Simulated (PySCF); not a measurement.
```xyz
3
charge 0 multiplicity 5, angstrom
S     0.0000    0.0000   -1.4617
Ti    1.1830    0.0000    0.4873
Ti   -1.1830    0.0000    0.4873
```

These are results of UPBE in PySCF with S def2-SVP, Ti def2-SVP; no relativity; density-fitted integrals, not measurements.

This geometry of Ti2S is a stationary point at this level.

Question: What is the point group?

Answer: C2v.

Question: Is it a minimum?

Answer: Yes: all harmonic wavenumbers are real.

Question: Which band is strongest in the infrared?

Answer: 471 cm⁻¹ (a1), 31 km/mol.

Question: Give the ideal-gas entropy at 298.15 K and 1 bar by parts.

Answer: translation 169.4, rotation 104.4, vibration 16.6, spin 13.4; total 303.7 J/(mol K).

Question: What is the atomisation energy, with and without zero-point energy?

Answer: 888 kJ/mol without, 882 kJ/mol with.

This need not be the most stable arrangement of these atoms. Open d and f shells are described by one determinant, and the ground state may have another occupation or spin.
